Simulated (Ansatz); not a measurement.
Program: Ansatz. Geometries: PBE0-D4/def2-TZVP. ΔE: electronic, gas phase. CBS: MP2 limit from def2 TZ/QZ plus the TZ coupled-cluster correction, frozen cores. This one scheme is used for every species. Functionals use def2-TZVPP. No spin–orbit coupling; open shells (•) take unrestricted orbitals. For Ga outer-core shells are correlated without core-valence functions, which leaves a few kJ/mol of doubt a bond. Scalar relativity is left out up to krypton. One conformer a species, not always the lowest.

Consider the homolysis of the Ga–O bond: `[OH][Ga]([OH])[Cl]` → `[OH][Ga][Cl]`• + `[OH]`•.

```tsv
level	ΔE (kcal/mol)	difference from CCSD(T)/CBS
LDA (SPW92)	122.7	12.4
PBE0-D4	102.4	-7.9
BHLYP-D4	98.1	-12.2
ωB97X-V	106.9	-3.4
r2SCANh	101.1	-9.2
RPA@PBE/def2-TZVPP	99.6	-10.7
HF/def2-SVP	73.6	-36.7
MP2/def2-TZVPP	114.0	3.7
SCS-MP2/def2-TZVPP	110.8	0.5
CCSD(T)/def2-TZVPP	106.8	-3.5
CCSD(T)/CBS	110.3	0
```

**Question.** What do rigid-rotor, harmonic-oscillator terms from PBE0-D4/def2-TZVP frequencies (298.15 K, 1 bar) make of the CCSD(T)/CBS value? (An estimate is asked.)

**Answer.** Computed: ΔZPE = -3.8 kcal/mol, ΔH = +107.5 kcal/mol, ΔS = 157 J/(mol·K), ΔG = +96.3 kcal/mol. Open shells count their whole term as degenerate.

Largest T1 diagnostic among the species: 0.015.

Leaving LDA and LC-ωPBE aside and taking each functional with its dispersion term where it has one, the values spread over 8.8 kcal/mol, from BHLYP-D4 to ωB97X-V. LDA lies +19.5 kcal/mol from PBE without D4, its usual overbinding. From r2SCAN to r2SCAN0 (25 % exact exchange), in def2-TZVPP and without D4, ΔE moves by −2.3 kcal/mol: exact exchange takes away binding that semilocal exchange gives to molecules. At CCSD(T), def2-SVP lies −6.1 kcal/mol from the extrapolated value and def2-TZVPP −3.5 kcal/mol: correlation converges slowly with the basis, and small sets miss more of it in the bonded molecule than in its fragments.
